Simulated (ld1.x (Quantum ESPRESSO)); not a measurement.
# Reading a pseudo-wave (thallium)

Columns: radius, all-electron u(r) and pseudo u(r) of the 5d shell (level -15.62 eV) of thallium in the configuration [Xe] 4f14 5d10 6s2 6p1; LDA (PZ), scalar-relativistic, PAW scheme, ld1.x (Quantum ESPRESSO) 7.5.

```tsv
r (bohr)	all-electron	pseudo
0.132	0.2621	0.0040
0.265	-0.3636	0.0307
0.398	-0.4015	0.0963
0.530	-0.0159	0.2041
0.663	0.4037	0.3469
0.795	0.7034	0.5033
0.928	0.8728	0.6509
1.060	0.9380	0.7645
1.193	0.9347	0.8302
1.325	0.8906	0.8430
1.458	0.8243	0.8104
1.590	0.7493	0.7480
1.723	0.6719	0.6723
1.855	0.5977	0.5977
1.988	0.5279	0.5279
2.120	0.4645	0.4645
2.252	0.4074	0.4074
2.385	0.3560	0.3560
2.518	0.3105	0.3105
2.650	0.2708	0.2708
2.782	0.2358	0.2358
2.915	0.2050	0.2050
3.048	0.1781	0.1781
3.180	0.1548	0.1548
3.312	0.1346	0.1346
3.445	0.1168	0.1168
```

(1) How many radial nodes do the two functions have?

(2) At about which radius was the pseudo-wave matched?

(3) Is the pseudo-wave norm-conserving?

Results:

(1) The all-electron 5d function has n − l − 1 = 2; the pseudo-wave has 0, since the states of the same l below it are removed with the core.

(2) 1.90 bohr. The columns agree to 0.0005 from 1.72 bohr on; several derivatives are matched, so the curves merge somewhat inside the radius.

(3) No, it belongs to a PAW set: the norm inside the radius is not constrained, and the difference is carried by the augmentation charge.
